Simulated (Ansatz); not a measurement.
Relaxation of CH$_{5}$FN$_{2}$SSi (11 atoms, charge 0, multiplicity 1), to a largest force component of 0.015 eV/Å in at most 40 steps.

The calculation used Ansatz 0.2.0, RKS BLYP-D4/def2-SVP.

```xyz
11
Properties=species:S:1:pos:R:3
N 0.710 -1.410 -0.424
C 0.725 0.056 -0.134
S 1.155 0.508 1.467
N 0.001 0.893 -0.898
Si -1.526 0.827 -0.234
F -2.193 -0.617 -0.283
H -0.136 -1.757 0.024
H 0.502 -1.435 -1.438
H 2.171 -0.382 1.657
H 0.314 1.823 -0.870
H -1.657 1.437 1.153
```

**Question.** Where does it end, and by what steps?

**Answer.** The forces met the threshold. After 21 steps the energy has fallen by 2.741 eV; H8 moved furthest, 1.61 Å.

```
step  energy less start (eV)  largest force component (eV/Å)  accepted
   0                  0.0000                           4.580       yes
   1                 -1.1289                           3.120       yes
   2                 -1.7779                           1.558       yes
   3                 -2.0150                           1.054       yes
   4                 -2.1563                           1.076       yes
   5                 -2.2596                           0.870       yes
   6                 -2.3698                           0.570       yes
   7                 -2.4549                           0.361       yes
   8                 -2.5286                           0.385       yes
   9                 -2.5908                           0.515       yes
  10                 -2.6362                           0.600       yes
  11                 -2.6711                           0.451       yes
  12                 -2.7062                           0.377       yes
  13                 -2.7248                           0.258       yes
  14                 -2.7353                           0.096       yes
  15                 -2.7387                           0.154       yes
  16                 -2.7397                           0.055       yes
  17                 -2.7401                           0.052       yes
  18                 -2.7401                           0.051       yes
  19                 -2.7405                           0.026       yes
  20                 -2.7405                           0.017       yes
  21                 -2.7406                           0.014       yes
```

```xyz
11
Properties=species:S:1:pos:R:3
N 0.161 -1.124 0.281
C 0.625 0.139 0.288
S 2.235 0.481 1.032
N -0.086 1.136 -0.203
Si -1.900 1.041 -1.040
F -1.684 -0.622 -1.513
H 0.621 -1.854 0.819
H -0.659 -1.311 -0.332
H 2.833 -0.676 0.620
H 0.425 2.019 -0.291
H -2.506 0.714 0.359
```

Run time: 53 s on 2 threads of Intel(R) Xeon(R) CPU @ 2.60GHz (Ice Lake) (shared host), peak memory 0.27 GiB.
